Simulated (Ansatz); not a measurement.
One change: `[OH][W](=[S])(=[S])[Cl]` becomes `[OH][W]([F])(=[S])=[S]`.

Ansatz, PBE0-D4/def2-TZVP geometries, multiplicity 1. Each molecule was computed in one conformer, which needn't be the lowest.

Elements past krypton have def2 core potentials.

```tsv
property	`[OH][W](=[S])(=[S])[Cl]`
HOMO energy (ωB97M-V/def2-TZVPP) / eV	-9.42
HOMO energy (B3LYP/def2-TZVPP) / eV	-7.21
ideal-gas entropy at 298 K and 1 bar (rigid rotor, harmonic PBE0-D4/def2-TZVP) / J/(mol·K)	368
HOMO energy (PBE/def2-TZVPP) / eV	-6.35
size of the dipole moment (ωB97M-V/def2-TZVPP) / D	2.46
HOMO–LUMO gap (ωB97M-V/def2-TZVPP) / eV	8.46
```

Question: What does the change do to each property? (Estimate.)

Answer: Ansatz gave: 
```csv
property,`[OH][W]([F])(=[S])=[S]`,shift
HOMO energy (ωB97M-V/def2-TZVPP) / eV,-9.46,-0.04
HOMO energy (B3LYP/def2-TZVPP) / eV,-7.26,-0.05
"ideal-gas entropy at 298 K and 1 bar (rigid rotor, harmonic PBE0-D4/def2-TZVP) / J/(mol·K)",356,-12
HOMO energy (PBE/def2-TZVPP) / eV,-6.39,-0.04
size of the dipole moment (ωB97M-V/def2-TZVPP) / D,2.63,0.17
HOMO–LUMO gap (ωB97M-V/def2-TZVPP) / eV,8.65,0.19
```

With PBE0 the HOMO falls by 0.05 eV and the LUMO rises by 0.11 eV, so the gap widens by about 0.16 eV. PBE moves the HOMO by -0.04 eV and ωB97M-V by -0.04 eV. Dipoles are sizes alone; their direction can turn.

B3LYP here is the variant with VWN-RPA as its local correlation; programs differ in this.
